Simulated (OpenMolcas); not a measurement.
# d2 ions of charge +3 down a group on the Y site of Cs2NaYBr6

| Item | Value |
| --- | --- |
| Program | OpenMolcas |
| Method | CASSCF |
| Spin-orbit coupling | RASSI with atomic mean-field integrals over the reference wave functions |

The d shell is active. Each dopant is a cluster with its nearest anions in model potentials and point charges, with no relaxation. Distances were set from a Shannon-type radius of the metal (high-spin where two are listed) plus a fixed donor radius (Br 1.91 Å), in hosts weighted 0.65 to 0.35 with the host's distance in the model lattice. Ligand basis ANO-RCC-VDZP, DKH2 Hamiltonian. States (labels of O, the rotations of Oh). Energies in cm-1 above the lowest state or level, χT in cm3 K/mol; under a threefold ground state the first gap can be a small split of the lowest multiplet, not the spin-orbit step; 10Dq and B are least-squares fits to the states below 45000 cm-1, weighted by degeneracy, with a free offset, and given where the rms deviation is under 5 % of |10Dq| (or 100 cm-1) and under 700 cm-1. Spin-only χT is S(S+1) / 2 for the spin of the ground state.

```csv
Ion,Shell,R (Å),Metal basis,Ground state,First state of that spin,10Dq,B (rms of fit),First gap with spin-orbit (degeneracies),χT at 300 K,First state of another spin,Spin-only χT
Nb3+,4d2,2.677,ANO-RCC-VTZP,3T1,3T2 15006,15938,606 (215),"22.3 (2, 3)",0.465,1T2 9098,1.000
Ta3+,5d2,2.677,ANO-RCC-VTZP,3T1,3T2 17070,18020,568 (202),"248.3 (2, 3)",0.144,1T2 8505,1.000
```

|10Dq| changes by a factor of 18020 / 15938 = 1.13 from Nb3+ to Ta3+.

B goes from 606 cm-1 (Nb3+) to 568 cm-1 (Ta3+).

χT departs most from the spin-only value for Ta3+, by -0.856 cm3 K/mol.

An orbital triplet at a regular site is open to Jahn-Teller coupling, which can distort the site and quench the lowest spin-orbit gaps and is left out. Without dynamic correlation the repulsion within the d shell is too large (B by tens of per cent), so at a given field states of lower spin stand too high. With metal d orbitals alone the field can be off either way by tens of per cent. Ligand-to-metal charge-transfer states are missing. With no ligand orbital active B as a rule stays too high, so bands that hang on it stand too high and its fall with covalency is understated. The least metal-like active orbital is 78 % on the metal (Löwdin) and no ligand orbital is active, so the numbers are rough (holds for Nb3+). The least metal-like active orbital is 77 % on the metal (Löwdin) and no ligand orbital is active, so the numbers are rough (holds for Ta3+). No measured value stands beside these numbers; the geometry was set by hand and not optimised.
